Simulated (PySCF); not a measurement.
Zn(H)(SeH) (H₂SeZn), SMILES [ZnH][SeH].

Geometry optimised at PBE0-D3(BJ)/def2-TZVP.

These are PBE0-D3(BJ)/def2-TZVP run with PySCF values and carry that method's errors.

Frequencies are harmonic and unscaled.

```
mode  ν (cm⁻¹)  IR (km/mol)  Raman (Å⁴/amu)  depolarisation  moving atoms (share of kinetic energy)
----  --------  -----------  --------------  --------------  --------------------------------------
1          290         11.3            11.2            0.19                        Zn 54 %, Se 45 %
2          397         69.1             4.4            0.73                                  H 97 %
3          431         55.5             1.6            0.75                                  H 95 %
4          569          6.7             0.4            0.74                                  H 96 %
5         1922        155.3           292.3            0.21                                  H 98 %
6         2431          6.9           133.6            0.26                                  H 99 %
```
